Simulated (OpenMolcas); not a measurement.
Nb²⁺: the spin-orbit constant, worked from levels

| Property | Result |
| --- | --- |
| Program | OpenMolcas |
| Basis | ANO-RCC-VTZP [7s6p4d2f1g] |
| Scalar Hamiltonian | DKH2, point nucleus |
| Active space | 3 electrons in 5 orbitals (4d) |
| State averaging | 2S+1 = 4 even, 10 roots; 2S+1 = 2 even, 40 roots |
| Spin-orbit coupling | state interaction with AMFI integrals over the reference wave functions, term energies averaged over their components |

Methods: CASSCF; MS-CASPT2, IPEA 0.25 Eh, imaginary shift 0.1 Eh (closed shells correlated: 4s 4p). Measured levels: the list in Shadmi, J. Res. Natl. Bur. Stand. 70A, 435 (1966).

**The spin-orbit constant.** For the Hund term ⁴F of d3, E(J) = (A/2) J(J+1) + constant and ζ = 2S·A = 3A. From J = 3/2 to J = 9/2 the energy changes by 10.5 A.

```json
{"Source": "CASSCF", "E(9/2) - E(3/2)": "1946.2", "A": "185.4", "ζ": "556"}
{"Source": "MS-CASPT2", "E(9/2) - E(3/2)": "1950.8", "A": "185.8", "ζ": "557"}
{"Source": "measured", "E(9/2) - E(3/2)": "1939.0", "A": "184.7", "ζ": "554"}
```

All in cm-1. MS-CASPT2 is off by +0.6 % and CASSCF by +0.4 %. Both methods take the spin-orbit matrix elements from the reference wave functions, so the second can move ζ only through the term energies and any multistate remixing. Second-order mixing with other terms is absorbed into this ζ.

Term energies are means over components that CASPT2 splits; among the terms shown or strongly mixed into the levels shown the widest spread is 670 cm-1 (4d³ ⁴F, MS-CASPT2). Levels of configurations with an s electron are missing; early in the row they begin among the upper levels of the d shell and mix with terms of their name. Without dynamic correlation excited terms often stand tens of per cent too high (terms of higher spin than the ground term too low), and those without a measured partner can miss by more than the paired ones (holds for CASSCF). Computed and measured levels are paired by configuration, term and J; levels that our copy of the source lacks, or whose pairing is in doubt (as where it misses far off the trend of its configuration), stay unpaired and out of the deviations. Only configurations of the active space appear.
